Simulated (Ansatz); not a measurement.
BTBT (C₁₄H₈S₂). The state is a triplet with charge 0. Geometry PBE-D4/def2-SVP, that of the neutral singlet; atoms count from 1.

| atom | x (Å) | y (Å) | z (Å) |
| --- | --- | --- | --- |
| C1 | -4.2082 | 1.3628 | 0.7435 |
| C2 | -4.1272 | 0.8876 | -0.5846 |
| C3 | -2.9238 | 0.3958 | -1.0952 |
| C4 | -1.7756 | 0.3742 | -0.2727 |
| C5 | -1.8742 | 0.8596 | 1.0708 |
| C6 | -3.0856 | 1.3529 | 1.5803 |
| S7 | -0.3460 | 0.7559 | 1.9459 |
| C8 | 0.4371 | 0.0684 | 0.5384 |
| C9 | 1.7755 | -0.3747 | 0.2729 |
| C10 | 2.9238 | -0.3960 | 1.0953 |
| C11 | 4.1273 | -0.8872 | 0.5845 |
| C12 | 4.2083 | -1.3624 | -0.7437 |
| C13 | 3.0857 | -1.3528 | -1.5803 |
| C14 | 1.8741 | -0.8599 | -1.0707 |
| S15 | 0.3458 | -0.7565 | -1.9457 |
| C16 | -0.4373 | -0.0692 | -0.5382 |
| H17 | -5.1646 | 1.7466 | 1.1293 |
| H18 | -5.0225 | 0.9052 | -1.2238 |
| H19 | -2.8608 | 0.0254 | -2.1296 |
| H20 | -3.1502 | 1.7234 | 2.6140 |
| H21 | 2.8606 | -0.0258 | 2.1297 |
| H22 | 5.0228 | -0.9042 | 1.2236 |
| H23 | 5.1647 | -1.7461 | -1.1295 |
| H24 | 3.1503 | -1.7231 | -2.6141 |

At PBE0-D4/def2-SVP a singlet of charge 0 lies 2.85 eV below the triplet at the same geometry.

Question: Estimate the Mulliken populations from the PBE0/def2-SVP orbitals of Ansatz.

Answer: 
```json
{"atom": "C1", "charge (e)": "-0.03", "spin (α − β)": "0.35"}
{"atom": "C2", "charge (e)": "-0.02", "spin (α − β)": "-0.19"}
{"atom": "C3", "charge (e)": "-0.03", "spin (α − β)": "0.34"}
{"atom": "C4", "charge (e)": "0.01", "spin (α − β)": "-0.15"}
{"atom": "C5", "charge (e)": "-0.09", "spin (α − β)": "0.15"}
{"atom": "C6", "charge (e)": "-0.04", "spin (α − β)": "-0.05"}
{"atom": "S7", "charge (e)": "0.17", "spin (α − β)": "0.12"}
{"atom": "C8", "charge (e)": "-0.06", "spin (α − β)": "0.46"}
{"atom": "C9", "charge (e)": "0.01", "spin (α − β)": "-0.15"}
{"atom": "C10", "charge (e)": "-0.03", "spin (α − β)": "0.34"}
{"atom": "C11", "charge (e)": "-0.02", "spin (α − β)": "-0.19"}
{"atom": "C12", "charge (e)": "-0.03", "spin (α − β)": "0.35"}
{"atom": "C13", "charge (e)": "-0.04", "spin (α − β)": "-0.05"}
{"atom": "C14", "charge (e)": "-0.09", "spin (α − β)": "0.15"}
{"atom": "S15", "charge (e)": "0.17", "spin (α − β)": "0.12"}
{"atom": "C16", "charge (e)": "-0.06", "spin (α − β)": "0.46"}
{"atom": "H17", "charge (e)": "0.03", "spin (α − β)": "-0.02"}
{"atom": "H18", "charge (e)": "0.03", "spin (α − β)": "0.01"}
{"atom": "H19", "charge (e)": "0.02", "spin (α − β)": "-0.02"}
{"atom": "H20", "charge (e)": "0.02", "spin (α − β)": "0.00"}
{"atom": "H21", "charge (e)": "0.02", "spin (α − β)": "-0.02"}
{"atom": "H22", "charge (e)": "0.03", "spin (α − β)": "0.01"}
{"atom": "H23", "charge (e)": "0.03", "spin (α − β)": "-0.02"}
{"atom": "H24", "charge (e)": "0.02", "spin (α − β)": "0.00"}
```
Mulliken values and Mayer orders depend strongly on the basis.

Question: Where does the spin sit?

Answer: Summed by element: C 1.82, S 0.23, H -0.05, of 2 unpaired in all. Largest on single atoms: C16 0.46, C8 0.46, C1 0.35.

Question: And the Mayer bond orders between bonded heavy atoms (over 0.3)?

Answer: C1–C2 1.37 (1.41 Å); C1–C6 1.27 (1.40 Å); C2–C3 1.41 (1.40 Å); C3–C4 1.25 (1.41 Å); C4–C5 1.24 (1.43 Å); C4–C16 1.37 (1.43 Å); C5–C6 1.51 (1.40 Å); C5–S7 0.97 (1.76 Å); S7–C8 1.11 (1.75 Å); C8–C9 1.37 (1.43 Å); C8–C16 1.12 (1.39 Å); C9–C10 1.25 (1.41 Å); C9–C14 1.24 (1.43 Å); C10–C11 1.41 (1.40 Å); C11–C12 1.37 (1.41 Å); C12–C13 1.27 (1.40 Å); C13–C14 1.51 (1.40 Å); C14–S15 0.97 (1.76 Å); S15–C16 1.11 (1.75 Å).
